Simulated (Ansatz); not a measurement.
Computed with Ansatz on PBE0-D4/def2-TZVP structures; ΔE is electronic, products minus reactants. CCSD(T)/CBS is the MP2 limit (def2-TZVPP, def2-QZVPP) plus CCSD(T) − MP2 in def2-TZVPP, frozen cores. DFT in def2-TZVPP. For Ge outer-core shells are correlated without core-valence functions, which leaves a few kJ/mol of doubt a bond. Scalar relativity is left out up to krypton. Each species was taken in one conformer, which may not be the lowest.

Reaction (cleavage of the Ge–Ge bond): `[GeH3][GeH2][GeH2][GeH2][GeH2][GeH3]` + `N[SiH](F)Cl` → `F[SiH](Cl)[NH][GeH3]` + `[GeH3][GeH2][GeH2][GeH2][GeH3]`

Problem. Is it downhill or uphill in electronic energy at CCSD(T)/CBS, and by how much? (Estimate.)

Solution. The calculation gave: Uphill: ΔE = +31.0 kJ/mol.

Problem. What do these levels give: r2SCAN-D4, ωB97X-V, ωB97M-V, PBE, SCS-MP2/def2-QZVPP, HF/CBS(def2)? (Estimate.)

Solution. Computed: r2SCAN-D4 34.0, ωB97X-V 27.2, ωB97M-V 30.9, PBE 36.7, SCS-MP2/def2-QZVPP 22.6, HF/CBS(def2) 6.6 kJ/mol.

Largest T1 diagnostic among the species: 0.012.

The D4 term adds +7.2 kJ/mol with B3LYP and +4.5 kJ/mol with PBE0; it sums over pairs of atoms, weighted by their polarisabilities, and B3LYP, whose exchange is more repulsive, gets the larger term. In def2-TZVPP, CCSD(T) changes the Hartree–Fock value by +19.3 kJ/mol (the triples alone add +1.7 kJ/mol) and MP2 by +20.5 kJ/mol.

B3LYP here is the variant with VWN-RPA as its local correlation; programs differ in this.
